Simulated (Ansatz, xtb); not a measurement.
## Relaxing a trial structure of ClF2HNSi2+

The starting geometry of this gas-phase singlet has its atoms placed at random.

```yaml
atoms:
  - { symbol: Cl, position_ang: [1.3375, -0.0499, 1.7922] }
  - { symbol: F, position_ang: [1.5489, 0.8024, -0.2509] }
  - { symbol: F, position_ang: [-1.1440, -1.2136, -0.9599] }
  - { symbol: N, position_ang: [-0.9143, 1.5447, -0.9588] }
  - { symbol: Si, position_ang: [-0.1793, -0.1489, -1.6498] }
  - { symbol: Si, position_ang: [-0.8619, 0.1852, 1.4755] }
  - { symbol: H, position_ang: [0.7439, 0.7367, -0.3644] }
```

Problem. Guess where an optimisation with r2SCAN-D4/def2-SVP ends from this start.

Solution. It ends as a structure with F2 bridging Si5 and H7, given below by its coordinates. Distances that change by over a tenth: F2–Si5 (2.42 → 2.02 Å), F2–H7 (0.82 → 0.95 Å), N4–Si5 (1.97 → 1.64 Å), Si5–H7 (1.81 → 2.60 Å). Contacts that close: N4–Si6 (2.79 → 1.64 Å).

The energy falls by 8.58 eV over 34 steps:

```tsv
step	E − E(last) (eV)
1	8.578
5	1.848
8	1.019
12	0.614
16	0.375
19	0.212
23	0.084
27	0.015
30	0.001
34	0.000
```

Final geometry (Å):

| atom | x (Å) | y (Å) | z (Å) |
| --- | --- | --- | --- |
| Cl | -1.1073 | 1.1867 | 3.5036 |
| F | 1.6671 | 0.3625 | -1.5025 |
| F | -0.6656 | -0.2992 | -2.2378 |
| N | -0.3619 | 0.2207 | 0.5418 |
| Si | -0.2688 | 0.6853 | -1.0307 |
| Si | -0.5921 | -0.1912 | 2.1117 |
| H | 1.8594 | -0.1082 | -2.3023 |

From the same start GFN2-xTB ends elsewhere, in pieces: ClFNSi2 + FH.

From so rough a start the end depends on the optimiser's path, so another program may land elsewhere. No frequencies were run, so the end isn't proven a minimum. Run with Ansatz 0.2.0, 2.6 min on 1 thread of Intel(R) Xeon(R) Platinum 8259CL CPU @ 2.50GHz (Skylake/Cascade Lake), on a shared host.
